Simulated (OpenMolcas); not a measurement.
An OpenMolcas run meant for Zn I (ANO-RCC-VDZ, DKH2; inactive shells 1s 2s 2p 3s 3p 3d; intended active space 2 electrons in 4 orbitals (4s 4p)). One step of its input:

```
&RASSCF
FileOrb=start.orb
Symmetry=2
Spin=1
nActEl=2 0 0
Inactive=8 6
Ras2=1 3
CIRoot=7 7 1
SDav=7
CIMx=300
Iter=55 100
PrWF=0.3
OrbListing=Nothing
MaxOrb=0
Atom
CIOnly
>>> COPY $Project.JobIph JOB002
```

Lines from the output:

```
...
      Number of secondary orbitals               9
      Spin quantum number                      0.0
      State symmetry                             2
Orbital specifications:
      -----------------------

      Symmetry species                           1   2
                                                ag  au
      Frozen orbitals                            0   0
      Inactive orbitals                          8   6
      Active orbitals                            1   3
      RAS1 orbitals                              0   0
      RAS2 orbitals                              1   3
      RAS3 orbitals                              0   0
      Secondary orbitals                         6   3
      Deleted orbitals                           0   0
      Number of basis functions                 15  12
      Number of CSFs                             3
      Number of root(s) required                 7
 ************ ERROR ***********
  You can't ask for more roots
  than there are configurations
 ******************************
--- Stop Module: rasscf at  /rc=_RC_INPUT_ERROR_ ---
.####################.
.# User input error #.
.####################.
```

**Question.** What is wrong with the input?

**Answer.** The state symmetry names the wrong parity for these configurations.
